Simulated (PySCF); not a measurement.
# Shifts of the heteroatoms

Cartesian coordinates in Å; atom numbers follow the order of the lines, from 1:
```xyz
21

C     3.2950    0.0444   -0.3658
C     2.6493    1.1049    0.2479
C     1.2750    1.0898    0.3961
C     0.5270    0.0076   -0.0612
C    -0.9333   -0.0119    0.1020
C    -1.6051   -1.1739    0.4793
C    -2.9812   -1.1333    0.6233
N    -3.7071   -0.0476    0.4164
C    -3.0739    1.0555    0.0548
C    -1.7021    1.1311   -0.1134
C     1.1858   -1.0553   -0.6742
C     2.5596   -1.0344   -0.8276
H     4.3684    0.0581   -0.4829
H     3.2196    1.9469    0.6122
H     0.7767    1.9112    0.8905
H    -1.0596   -2.0841    0.6763
H    -3.5352   -2.0145    0.9207
H    -3.7031    1.9210   -0.1092
H    -1.2384    2.0546   -0.4247
H     0.6145   -1.8914   -1.0507
H     3.0594   -1.8617   -1.3102
```

Theoretical values (PySCF 2.14.0 with density-fitted response routines): coordinates at the GFN2-xTB level, shielding tensors at PBE0/pcSseg-1 (GIAO). One averaged value for each set of equivalent atoms, gas phase, relativity neglected, a single conformation.

Q: What are the ¹⁵N shifts?

A: 
```
atoms                  environment  σ (ppm)  δ (ppm)
   N8  pyridine-type ring nitrogen    -87.9    -67.1
```

Shieldings were converted by a linear fit to measured shifts: ¹⁵N (scatter 6.3 ppm rms vs CH3NO2, solution or neat liquid). A few per cent of atoms miss by over 2 rms, more outside the fitted compound classes.

On a 500 MHz spectrometer ¹⁵N resonates near 50.7 MHz, so 1 ppm is 50.7 Hz.
